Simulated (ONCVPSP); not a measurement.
**Before and after: ONCV potential for hafnium (Hf)**

```json
{
 "Element": "Hf",
 "Generator": "ONCVPSP 4.0.1",
 "Type": "optimised norm-conserving Vanderbilt (ONCV)",
 "Functional": "PBE",
 "Relativity": "scalar-relativistic",
 "Frozen core": "[Kr] 4d10",
 "Valence charge": "26",
 "Reference configuration": "4f13 5s2 5p6 5d3 6s2",
 "Partial waves": "5s+6s: rc 1.70 bohr, ncon 3, nbas 6, qcut 7.1 1/bohr, 2 projectors; 5p: rc 2.15 bohr, ncon 3, nbas 6, qcut 7.7 1/bohr, 2 projectors, debl 2.8 Ha; 5d: rc 2.90 bohr, ncon 3, nbas 8, qcut 4.3 1/bohr, 3 projectors, debl 3.2 Ha; 4f: rc 0.95 bohr, ncon 3, nbas 8, qcut 16.1 1/bohr, 2 projectors, debl 3.2 Ha",
 "Local potential": "polynomial inside 0.60 bohr (lpopt 5, dvloc0 1 Ha)",
 "Core correction": "none"
}
```

All-electron outer shells of the reference configuration (PBE, scalar-relativistic, ld1.x):

```csv
shell,level (eV),outermost node (bohr),outermost maximum (bohr)
4d,-215.42,0.23,0.47
5s,-71.04,0.55,1.01
5p,-38.63,0.59,1.15
4f,-24.62,–,0.45
6s,-5.33,1.34,2.82
5d,-3.71,0.66,1.61
```

Change: f: ncon 4, nbas 9.

Cutoffs: the cutoffs (Ha) at which the residual kinetic energy of the hardest occupied pseudo-wave falls to 1 and 0.1 mHa per electron; they do not see the model core or the augmentation charge, which bear on the density cutoff. Errors are all-electron minus pseudo energies relative to the spin-unpolarised reference configuration.

Task: Predict the effect on cutoff, ghosts and configuration errors.

Result: The potential gets harder (120 Ha and 200 Ha → 126 Ha and 349 Ha); both files keep a bound ghost (d, p, s); of the 4 tests that both files solve, the error grows in 1 and shrinks in 0 by more than 15 % and 0.3 meV (median size 195.8 → 229.9 meV).

```tsv
quantity	base	changed
cutoff, loose	120 Ha	126 Ha
cutoff, tight	200 Ha	349 Ha
loose cutoff by channel	s 18 Ha, p 10 Ha, d 7.5 Ha, f 120 Ha	s 18 Ha, p 10 Ha, d 7.5 Ha, f 126 Ha
bound ghosts	s, p, d	s, p, d
GHOST(+) flags under 300 eV	none	none
error for 4f14 5s2 5p6 5d2 6s2, meV [ΔE -17.54 eV]	-307	-343
error for 4f14 5s2 5p6 5d2 6s1, meV [ΔE -9.56 eV]	-235	-269
error for 4f14 5s2 5p6 5d2 6s0, meV [ΔE 4.62 eV]	-157	-191
error for 4f13 5s2 5p6 5d2 6s2, meV [ΔE 7.79 eV]	+36	+36
s: phases at 1.73 bohr within 0.05 rad from the reference energy up to (Ha; the scan ends near 5)	to the end of the scan	to the end of the scan
p: phases at 2.18 bohr within 0.05 rad from the reference energy up to (Ha; the scan ends near 5)	to the end of the scan	to the end of the scan
d: phases at 2.94 bohr within 0.05 rad from the reference energy up to (Ha; the scan ends near 5)	n/a	n/a
f: phases at 0.96 bohr within 0.05 rad from the reference energy up to (Ha; the scan ends near 5)	to the end of the scan	to the end of the scan
```

 A true bound ghost makes a file unfit for plane-wave use even where its test errors are small: the radial tests pick states by their node count and pass the ghost by.
